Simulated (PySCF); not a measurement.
C8H9B.
SMILES with atom numbers: `[CH2:1]=[CH:2][B:3]1[CH:4]=[CH:5][CH:6]=[CH:7][CH:8]=[CH:9]1` (hydrogens: H10, H11 on C1; H12 on C2; H13 on C4; H14 on C5; H15 on C6; H16 on C7; H17 on C8; H18 on C9)

Geometry (PBE0-D3(BJ)/def2-SVP, Å), atoms numbered from 1 in this order:
```xyz
18
C8H9B angstrom
C      3.216    0.261    0.021
C      2.230   -0.560   -0.372
B      0.692   -0.300   -0.192
C      0.190    1.081    0.251
C     -1.092    1.504    0.495
C     -2.315    0.780    0.407
C     -2.544   -0.522    0.038
C     -1.626   -1.531   -0.371
C     -0.261   -1.468   -0.486
H      4.275    0.012   -0.110
H      3.012    1.224    0.502
H      2.540   -1.510   -0.831
H      0.941    1.869    0.395
H     -1.224    2.548    0.806
H     -3.208    1.356    0.672
H     -3.593   -0.834    0.052
H     -2.107   -2.484   -0.626
H      0.198   -2.404   -0.832
```

Linear response at B3LYP/def2-SVPD (PySCF, frozen core in the response, non-relativistic).

Static isotropic polarisability: 118.76 au (17.60 Å³), principal values 64.2, 122.8, 169.3 au.

**Question.** What is the polarisability at 1064 nm and at the sodium D line?

**Answer.** 121.36 au at 1064 nm (+2.2 %), 128.44 au at 589.3 nm (+8.2 %). The rise at 589.3 nm is 3.71 times that at 1064 nm; a pure ω² law gives 3.26. The lowest singlet lies at 312 nm, shorter than both wavelengths.

**Question.** What is the isotropic C6 coefficient between two such molecules, C6 = (3/π)∫α(iω)² dω?

**Answer.** 4451 au (Eh·bohr⁶) by a ten-point quadrature over imaginary frequencies, which is 2660 eV·Å⁶ or 257 J·nm⁶/mol.

**Question.** Which effective excitation energy ω̄ makes London's formula C6 = (3/4)α²ω̄ exact here?

**Answer.** ω̄ = 4·C6/(3α²) = 0.421 Eh = 11.5 eV. A one-pole form α(ω) = α/(1 − ω²/ω̄²) fitted to the 1064 nm value gives 7.9 eV. London's choice of the ionisation energy (8.32 eV, ΔSCF at the same level) gives C6 = 3230 au, 27 % too low.

**Question.** How many electrons N does the Slater–Kirkwood formula C6 = (3/4)·√N·α^(3/2) need to give this C6?

**Answer.** N = (4·C6/3)²/α³ = 21.0; the species has 62 electrons in all.

**Question.** What molar refraction at the D line follows from R = (4π/3)·N_A·α′, with α′ the polarisability volume?

**Answer.** α′ = 19.03 Å³ gives R = 48.01 cm³/mol, for isolated, non-vibrating species.

**Question.** What n − 1 at the D line would an ideal gas of it have at 273.15 K and 1 atm (2.6868 × 10¹⁹ cm⁻³), by n − 1 = 2π·N·α′?

**Answer.** 32.13 × 10⁻⁴, a formal value whether or not that pressure can be reached.

**Question.** What does −C6/R⁶ come to at R = 12 Å between centres?

**Answer.** -86 J/mol. This is the leading, orientation-averaged term; C8 and higher terms are left out.

**Question.** What three-body coefficient follows from the one-pole estimate C9 = (3/4)·α·C6?

**Answer.** 396000 au. This is an estimate from the two numbers above, not a computed integral.

The run took 3.1 min of wall time on one thread, Arm Neoverse V1 (aarch64) (shared host), and the process peaked at 1.1 GiB of memory. This is the whole response run at B3LYP/def2-SVPD, SCF included.

One conformer stands for the species.
